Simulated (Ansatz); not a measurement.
C3H10ClGeN (`C[N](C)[GeH]([CH3])[Cl]`), relaxed with RKS PBE0-D4/def2-TZVP in Ansatz from a PBE-D4/def2-SVP geometry. The force threshold is 0.005 eV/Å; the program also tests the step.

Charge 0, multiplicity 1.

Start:

```xyz
16

C    -1.000    1.830    0.293
N    -0.231    0.701   -0.202
C     1.146    1.034   -0.523
Ge   -0.595   -0.959    0.505
C     0.305   -2.358   -0.514
Cl    0.161   -1.106    2.585
H    -2.049    1.530    0.492
H    -1.025    2.643   -0.468
H    -0.588    2.270    1.236
H     1.679    0.154   -0.937
H     1.177    1.832   -1.299
H     1.730    1.403    0.356
H    -2.137   -1.076    0.594
H     1.402   -2.278   -0.392
H    -0.017   -3.348   -0.137
H     0.044   -2.272   -1.588
```

| step | energy (eV) | largest force (eV/Å) | largest move (Å) |
| --- | --- | --- | --- |
| 1 | -73792.1386 | 0.539 | 0.000 |
| 2 | -73792.1991 | 0.154 | 0.044 |
| 3 | -73792.2040 | 0.055 | 0.017 |
| 4 | -73792.2043 | 0.012 | 0.006 |
| 5 | -73792.2043 | 0.005 | 0.003 |
| 6 | -73792.2043 | 0.005 | 0.004 |
| 7 | -73792.2044 | 0.010 | 0.008 |
| 8 | -73792.2044 | 0.007 | 0.008 |
| 9 | -73792.2044 | 0.003 | 0.006 |

End:

```xyz
16

C    -0.983    1.820    0.303
N    -0.242    0.693   -0.218
C     1.127    1.026   -0.535
Ge   -0.600   -0.948    0.481
C     0.313   -2.343   -0.501
Cl    0.123   -1.078    2.545
H    -2.016    1.534    0.513
H    -1.006    2.627   -0.439
H    -0.549    2.227    1.228
H     1.648    0.165   -0.959
H     1.151    1.826   -1.285
H     1.699    1.373    0.339
H    -2.126   -1.081    0.580
H     1.390   -2.263   -0.352
H    -0.015   -3.316   -0.135
H     0.086   -2.263   -1.565
```

Hardware: 2 threads of an AMD EPYC 7R13 on a shared host and a share of an NVIDIA H100 80 GB. Wall time 54 s, peak host memory 0.96 GiB.
